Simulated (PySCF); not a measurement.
How methods differ on the ionisation energy of Ag

Ag [Kr] 4d10 5s1 [5s1/2^1, M_J = 1/2] → Ag⁺ [Kr] 4d10, as a difference of total energies. Computed with PySCF 2.14 in x2c-TZVPPall-2c (8s9p7d2f1g, 93 functions), with the two-component X2C-1e Hamiltonian. Correlated levels: [Ar] 3d10 frozen; the 6 highest virtual spinors dropped. "Screened" scales the spin-orbit matrix elements by Boettger's factors to mimic the two-electron term; Breit and QED terms are absent.

| method | ionisation energy (eV) |
| --- | --- |
| GHF (spin-free) | 6.354 |
| GMP2 (spin-free) | 7.462 |
| GHF (screened spin-orbit) | 6.356 |
| GMP2 (screened spin-orbit) | 7.465 |

Problem. How much does correlation contribute at GMP2 (screened spin-orbit)?

Solution. 7.465 − (6.356) = 1.109 eV, measured against GHF (screened spin-orbit).

Errors of the correlated levels include the incompleteness of this basis and the frozen core.

For comparison: 7.576 eV (measured; NIST Atomic Spectra Database, ionization energies).
